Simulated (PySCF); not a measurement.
HOP, SMILES O=P. Atoms are numbered in the order given.

```xyz
3

P     -0.1129    -0.4713     0.0000
O      0.0549     1.0072     0.0000
H      1.2546    -0.9885     0.0000
```
Charge 0, spin multiplicity 1.

Coordinates come from a TPSSh-D3(BJ)/def2-TZVPD optimisation.

Two levels are set side by side: PBE/pcJ-2 (PySCF) and PBE0/pcJ-2 (PySCF). One-bond couplings, all four terms, same geometry. Isotopes: 17O, 1H, 31P. Differences are taken from unrounded values.

```tsv
quantity	PBE
¹J(P1,H3) (Hz)	-40.5
```

Q: These are the PBE values. What does PBE0 give? (An estimate is asked for; the answer gives what the named calculation found.)

A: 
```
quantity         PBE0  PBE minus PBE0
--------------  -----  --------------
¹J(P1,H3) (Hz)  -22.3           -18.2
```

Rough cost on one machine, each run with all the roots and properties that it gave: PBE0 against PBE about 2 times.
